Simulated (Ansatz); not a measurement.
TiAl₉, relaxed as a doublet with UKS PBE-D4/def2-SVP in Ansatz, starting from the GFN2-xTB geometry. Force threshold 0.03 eV/Å.

The charge 0 doublet is spin-contaminated (final ⟨S²⟩ up to 0.93, 0.75 for a pure state). The relaxation made no stability test and no search for a lower SCF solution. The structure comes from a short search, and lower isomers may exist.

Start:

```xyz
10

Ti    0.329    3.284    0.802
Al   -1.560    0.628   -2.922
Al    0.397    0.919    2.111
Al    0.884   -1.079    0.277
Al    0.321   -1.656    2.778
Al    1.922    1.303   -0.155
Al   -1.384   -1.371   -1.224
Al    0.817   -0.104   -2.133
Al   -0.899    1.084   -0.304
Al   -0.829   -3.009    0.770
```

(1) Estimate the energy that the relaxation releases and the steps that it takes.

(2) Does the start keep its bonding?

(3) Predict the relaxed structure.

Results:

(1) 1.72 eV, in 24 steps; 5.9 min on 4 threads of Arm Neoverse V1 on a shared host. No frequencies were taken in this run, so the end may be a saddle point.

(2) Bonds formed: Ti1–Al2, Ti1–Al8, Al5–Al9, Al9–Al10 (atoms count from 1).

(3) 
Cartesian coordinates in Å:
```
Ti 0.022 2.413 -0.432
Al -1.745 1.084 -2.007
Al 0.706 1.173 2.038
Al 1.232 -1.163 0.171
Al 0.020 -1.277 2.592
Al 2.320 1.304 -0.011
Al -0.977 -1.597 -1.655
Al 0.769 0.346 -1.880
Al -1.096 0.218 0.427
Al -1.251 -2.502 0.758
```
Bond lengths (bridged metal pairs left out): 19 × Al–Al 2.54 to 2.90 Å; 5 × Al–Ti 2.59 to 2.85 Å.
